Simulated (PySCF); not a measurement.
Input of a run (LC-wPBE/def2-SV(P) geometry optimisation, gas phase (PySCF 2.14.0)), started from GFN2-xTB:
```
{"job": {"xc": "LC-wPBE", "basis": "def2-SV(P)", "grid": 1, "kind": "geom"}, "charge": 0, "multiplicity": 1}
C     -3.035700     0.266664     0.090964
C     -1.877240     0.085640    -0.541795
C     -0.607864     0.086358     0.129930
C      0.597626    -0.089578    -0.445183
Cl     0.721041    -0.345724    -2.154551
C      1.837406    -0.076719     0.296898
C      3.053082    -0.243508    -0.215517
H     -3.077870     0.424212     1.156352
H     -3.975966     0.262815    -0.431974
H     -1.862630    -0.070017    -1.611579
H     -0.628917     0.241885     1.200699
H      1.715230     0.085223     1.359798
H      3.930057    -0.220650     0.406571
H      3.211069    -0.407074    -1.267756
```

Output (energies in Eh, forces in Eh/bohr):
```
step   0  E = -692.36313069  max force = 0.015786
step   1  E = -692.36522386  max force = 0.003853
step   2  E = -692.36524649  max force = 0.000824
step   3  E = -692.36524214  max force = 0.001778
step   4  E = -692.36525631  max force = 0.000319
optimisation converged
```

**Question.** Summarise the run.

**Answer.** The energy falls by 0.058 eV over 5 energy and gradient evaluations, the largest force component goes from 0.0158 to 3.2e-04 Eh/bohr, and the atoms move by 0.029 Å rms after alignment. Among the bonds, C2–C3 and C4–C6 change most and about equally (+0.022 Å). Bonds longer at the end by more than 0.005 Å: 9 of 13; shorter: 0. The energy rose by more than 1e-6 Eh at step 3. The first step brought 98 % of the lowering.

**Question.** What are the final bond lengths?

**Answer.** C1=C2 1.335 Å, C2–C3 1.458 Å, C3=C4 1.342 Å, C4–Cl5 1.730 Å, C4–C6 1.467 Å, C6=C7 1.332 Å, C1–H8 1.096 Å, C1–H9 1.094 Å, C2–H10 1.095 Å, C3–H11 1.095 Å, C6–H12 1.095 Å, C7–H13 1.094 Å, C7–H14 1.094 Å. Numbering counts from 1 in the input's order; the species is `C=C/C=C(\Cl)C=C`.

The run used 116 basis functions and 34 SCF cycles in all. Hardware: Arm Neoverse V1, one thread, shared host with 32 logical CPUs at a one-minute load of 21. Cost: 50 s, 0.58 GiB resident at most.

No frequency check. One conformer, not necessarily the lowest.

Shape of the structure used: `[CH2:1]=[CH:2]/[CH:3]=[C:4](\[Cl:5])[CH:6]=[CH2:7]`: C1–C2–C3–C4 180°, C3–C4–C6–C7 180°.
